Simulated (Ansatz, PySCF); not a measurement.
System: SrCl2 (charge 0, singlet). SMILES: [Cl][Sr][Cl]
Geometry: optimised at B3LYP-D3(BJ)/def2-TZVP (Ansatz, an electronic-structure program).

Quantity: atomisation energy (electronic, to ground-state atoms), in kcal/mol. Correlated levels leave the core frozen unless marked. UHF or UKS for open shells. No spin-orbit coupling. The frozen core is the preceding noble-gas configuration, with the filled d and f shells of earlier blocks. The outer core of K, Ca and their heavier congeners is not correlated, a term that matters for these elements. In def2 rows, elements after Kr have scalar-relativistic effective core potentials. 

```csv
level,program,atomisation energy (kcal/mol)
HF/def2-SVPD,Ansatz,175.8
HF/def2-TZVPP,Ansatz,170.3
revPBE-D3(BJ)/def2-TZVPD,Ansatz + dftd3,206.8
BP86-D3(BJ)/def2-TZVPD,PySCF + dftd3,211.2
BP86/def2-TZVPD,PySCF,208.1
M06-L/def2-TZVPD,PySCF,223.1
r2SCAN/def2-TZVPD,Ansatz,218.9
PBE0-D3(BJ)/def2-TZVPD,Ansatz + dftd3,210.6
r2SCAN0/def2-TZVPD,Ansatz,213.9
PW6B95-D4/def2-TZVPD,PySCF + dftd4,209.6
B2PLYP-D3(BJ)/def2-TZVPD,Ansatz + dftd3,207.0
MP2/def2-SVPD,Ansatz,211.6
SCS-MP2/def2-SVPD,Ansatz,205.2
SCS-MP2/def2-TZVPP,Ansatz,206.5
```
